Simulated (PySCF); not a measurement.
These are PySCF with PBE-D3(BJ)/def2-TZVP // PBE0-D4/def2-TZVP values and carry that method's errors. Isolated molecules, 0 K electronic values unless said otherwise. One relaxed conformer stands for a flexible species; it need not be the lowest. Excitations are Tamm–Dancoff values on a coarser integration grid. The basis has no diffuse functions, so Rydberg states are missing or too high.

Reference species (SMILES): `O[SiH3]` (neutral, multiplicity 1).

```
Quantity               Value
-------------------  -------
S1–T1 gap (TDA)      0.35 eV
HOMO–LUMO gap        6.38 eV
T1 excitation (TDA)  6.15 eV
S1 excitation (TDA)  6.50 eV
```

Changed species: `O[SiH2]C(F)F` (H–O–Si–C torsion 51°, O–Si–C–F torsion -53°) (X = difluoromethyl; the reference has X = H).

Problem. Predict the effect on the S1–T1 gap (TDA), HOMO–LUMO gap, T1 excitation (TDA) and S1 excitation (TDA).

Solution. the S1–T1 gap (TDA) decreases by 0.03 eV, to 0.32 eV; the HOMO–LUMO gap drops by 0.52 eV, to 5.86 eV; the T1 excitation (TDA) decreases by 0.48 eV, to 5.67 eV; the S1 excitation (TDA) decreases by 0.50 eV, to 6.00 eV.
